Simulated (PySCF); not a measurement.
Potential energy curve for C₂, singlet.

Levels of theory: UHF/cc-pVDZ (PySCF); RHF/cc-pVDZ (PySCF); UKS-wB97X-V = unrestricted wB97X-V/cc-pVDZ (PySCF 2.14.0); RKS-wB97X-V = restricted wB97X-V/cc-pVDZ (PySCF).

Scanned distances (Å): 0.94, 0.99, 1.07, 1.12, 1.18, 1.22, 1.25, 1.28, 1.32, 1.38, 1.45, 1.56, 1.70, 1.89, 2.07, 2.23, 2.49, 2.75, 3.05, 3.39, 3.76, 4.34, 4.96.

Task: Where does the unrestricted solution first break spin symmetry (<S²> of 0.01 or more)?

Result: UHF: already at 0.94 Å; UKS-wB97X-V: already at 0.94 Å.

| R / Å | <S²> UHF | E(RHF) − E(UHF) / kJ/mol | <S²> UKS-wB97X-V | E(RKS-wB97X-V) − E(UKS-wB97X-V) / kJ/mol |
|---|---|---|---|---|
| 0.94 | 1.09 | 362.2 | 0.95 | 142.2 |
| 0.99 | 1.12 | 350.7 | 0.94 | 127.7 |
| 1.07 | 1.22 | 332.0 | 0.90 | 105.0 |
| 1.12 | 1.32 | 322.2 | 0.88 | 91.5 |
| 1.18 | 1.48 | 314.0 | 0.85 | 76.3 |
| 1.22 | 1.60 | 311.5 | 0.83 | 66.9 |
| 1.25 | 1.69 | 311.2 | 1.03 | 83.7 |
| 1.28 | 1.78 | 312.2 | 1.05 | 94.1 |
| 1.32 | 1.90 | 315.4 | 1.06 | 107.7 |
| 1.38 | 2.06 | 323.6 | 1.07 | 127.2 |
| 1.45 | 1.51 | 342.9 | 1.05 | 148.1 |
| 1.56 | 1.71 | 389.7 | 1.00 | 184.6 |
| 1.70 | 1.85 | 447.8 | 1.00 | 228.6 |
| 1.89 | 1.94 | 521.5 | 1.01 | 262.4 |
| 2.07 | 2.00 | 602.3 | 1.05 | 298.3 |
| 2.23 | 2.03 | 688.8 | 1.26 | 335.9 |
| 2.49 | 2.03 | 816.9 | 1.83 | 412.0 |
| 2.75 | 2.02 | 922.1 | 1.92 | 487.5 |
| 3.05 | 2.01 | 1016.4 | 1.97 | 561.5 |
| 3.39 | 2.01 | 1095.4 | 1.99 | 627.4 |
| 3.76 | 2.01 | 1157.2 | 2.00 | 681.3 |
| 4.34 | 2.01 | 1221.9 | 2.00 | 740.5 |
| 4.96 | 2.01 | 1266.7 | 2.01 | 783.4 |
